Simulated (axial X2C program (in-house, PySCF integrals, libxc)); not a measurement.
Low determinants of SeS at the PBE0 level, two-component

Computed with an in-house relativistic program for diatomic molecules. Two-component (2c) means X2C with spin–orbit coupling and atomic mean-field two-electron Coulomb and Gaunt terms. Basis: Se dyall-cv3z [8s9p6d4f1g], S dyall-av3z [9s8p3d2f] (cores contracted in-house); Gaussian nuclei, density fitting, unrestricted open shells. Masses: Se 79.917 u, S 31.972 u.

Search at 2.010 Å (vertical energies from the lowest determinant):

```tsv
ΔE (eV)	state	electrons beyond evenly filled partner blocks	electrons in ±ω = 1/2, 3/2, 5/2, 7/2
0.00	Ω = 1	ω = -1/2, ω = 3/2	35 13 2 0
0.50	Ω = 0	none	36 12 2 0
0.66	Ω = 2	ω = 1/2, ω = 3/2	35 13 2 0
0.83	Ω = 0	none	34 14 2 0
2.99	Ω = 3	2 × ω = 3/2	36 12 2 0
3.28	Ω = 1	2 × ω = 1/2	34 14 2 0
4.52	Ω = 1	2 × ω = 1/2	36 12 2 0
```

Lowest determinant, Ω = 1 (⟨Sz⟩ = 1.00, ⟨Lz⟩ = 0.00 at PBE0): Re = 2.031 Å, ωe = 572.3 cm⁻¹.

The determinant in row 2 of the search, Ω = 0 (closed shell), was followed along the bond at PBE0; measured from the minimum of the lowest determinant it gives:

Te = 0.500 eV (4029 cm⁻¹), Re = 2.035 Å, ωe = 569.0 cm⁻¹.

Compare the bond of the determinant in row 2 with that of the lowest one.

At PBE0 its Re is 0.004 Å longer and its force constant, which goes as ωe², is 0.99 times that of the lowest determinant. T0 ≈ Te + Δωe/2 = 4029 + (-2) = 4027 cm⁻¹.

The search compares states at one distance, so a state with another bond length can lie lower; it is not exhaustive and yields mostly the lowest determinant of each block pattern, so other components and higher states of one pattern are missing. These are energies of single determinants, not of spin-adapted states; PBE0 term energies can be off by some tenths of an eV, and the functional has no current term. Open-shell Ω = 0 determinants with evenly filled partner blocks cannot be reached by this program, so the Ω shown need not be the lowest component. The lowest determinant need not be the ground state where others lie within half an eV. A closed-shell Ω = 0 row of a π² shell mixes the 0⁺ component of the triplet with ¹Σ⁺ and matches no level; 0⁺ can lie lowest.
